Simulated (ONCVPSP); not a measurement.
## What the settings do to the ONCV potential of Sm

Base potential:

```json
{
 "Element": "samarium",
 "Generator": "ONCVPSP 4.0.1",
 "Type": "optimised norm-conserving Vanderbilt (ONCV)",
 "Functional": "PW91",
 "Relativity": "fully relativistic",
 "Frozen core": "[Kr] 4d10 4f5",
 "Valence charge": "11",
 "Reference configuration": "5s2 5p6 5d1 6s2",
 "Partial waves": "5s+6s: rc 2.50 bohr, ncon 4, nbas 7, qcut 5.3 1/bohr, 2 projectors; 5p: rc 2.70 bohr, ncon 4, nbas 7, qcut 4.6 1/bohr, 2 projectors, debl 2.9 Ha; 5d: rc 3.10 bohr, ncon 4, nbas 9, qcut 4.5 1/bohr, 3 projectors, debl 2.3 Ha",
 "Local potential": "polynomial inside 2.35 bohr (lpopt 5, dvloc0 3 Ha)",
 "Core correction": "Teter function, fcfact 5.75, rcfact 1.75"
}
```

Open shells are filled in proportion to 2j + 1.

Cutoffs, loose and tight: the cutoffs (Ha) at which the residual kinetic energy of the hardest occupied pseudo-wave falls to 1 and 0.1 mHa per electron. They do not see the model core or the augmentation charge, which bear on the density cutoff. Test errors are all-electron minus pseudo excitation energies from the reference, over the configurations 5s2 5p6 5d1 6s1; 5s2 5p6 5d1 6s0; 5s2 5p6 5d0 6s0; 5s2 5p5 5d1 6s2. A dash means not determined; rows that change the core or the reference have their own tests. The largest error is taken over the tests solved by every variant that gives reliable tests at all: 5s2 5p5 5d1 6s2; 5s2 5p6 5d1 6s0; 5s2 5p6 5d1 6s1.

| change | outcome | cutoff, loose | cutoff, tight | bound ghosts | GHOST(+) flags above zero | largest test error (meV) |
| --- | --- | --- | --- | --- | --- | --- |
| base | generated | 8.3 Ha | 11 Ha | none | none | -222 |
| s: qcut 3.1 | generated | 7.2 Ha | 20 Ha | none | none | -215 |
| s: qcut 3.8 | generated | 7.2 Ha | 12 Ha | none | none | -217 |
| s: qcut 4.3 | generated | 7.2 Ha | 8.9 Ha | none | none | -219 |
| s: qcut 4.6 | generated | 7.2 Ha | 9.2 Ha | none | none | -220 |
| s: qcut 5.8 | generated | 9.3 Ha | 12 Ha | none | none | -223 |
| s: qcut 6.3 | generated | 11 Ha | 13 Ha | none | none | -224 |
| s: qcut 6.8 | generated | 12 Ha | 15 Ha | none | s | -226 |
| s: qcut 7.3 | generated | 12 Ha | 15 Ha | none | s | -227 |
| s: qcut 8 | generated | 14 Ha | 17 Ha | none | s | -228 |

Reading the sweep of the qcut of the s channel (base included, trends over the rows without a ghost): The loose cutoff rises from 7.2 Ha at 3.1 to 14 Ha at 8 1/bohr. The waves are optimised to have the least kinetic energy above qcut, so the cutoff follows it (qcut²/2 in Ha).
